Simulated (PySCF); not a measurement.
**Spinor energies of Br²⁴⁺ (bromine, charge +24)**

Start: [Ne] 3s1; 3s1/2 filled at m_j = +1/2. Calculated with PySCF 2.14 in an uncontracted even-tempered set (19 s from 3.2 bohr⁻², ratio 2.4; 13 p from 4.2 bohr⁻², ratio 2.4; 5 d from 14 bohr⁻², ratio 2.6; 4 f from 21 bohr⁻², ratio 2.6): generalised Hartree-Fock with the X2C-1e Hamiltonian and a Gaussian nucleus; one run each with spin-orbit coupling (SO) switched off, then screened by Boettger's factors.

| spinor shell | electrons | ε, spin-free (eV) | ε, screened SO (eV) | weight of nominal j (screened SO) | rms radius, screened SO (bohr) |
| --- | --- | --- | --- | --- | --- |
| 1s1/2 | 2 | -14687.3 | -14687.0 | 1.000 | 0.0492 |
| 2s1/2 | 2 | -2892.5 | -2892.4 | 1.000 | 0.201 |
| 2p1/2 | 2 | -2680.6 | -2714.5 | 0.999 | 0.176 |
| 3s1/2 | 1 | -1118.6 | -1118.6 | 1.000 | 0.492 |

Question: Where does 2p3/2 lie, and what is the 2p spin-orbit splitting (screened SO)?

Answer: At -2664.5 eV, 50.031 eV above 2p1/2.

```csv
quantity,spin-free,screened SO
E (hartree),-2229.92969,-2230.05713
M_J,1/2,1/2
⟨J²⟩,0.750,0.750
⟨L²⟩,0.000,0.001
⟨S²⟩,0.750,0.751
```

Each row is a mean over spinors that exchange with the open shell spreads, by up to 5.770 eV (2s1/2).

Without spin-orbit coupling the j labels of p, d and f shells carry no meaning; the spin-free column gives the mean over the occupied spinors of each nl shell.
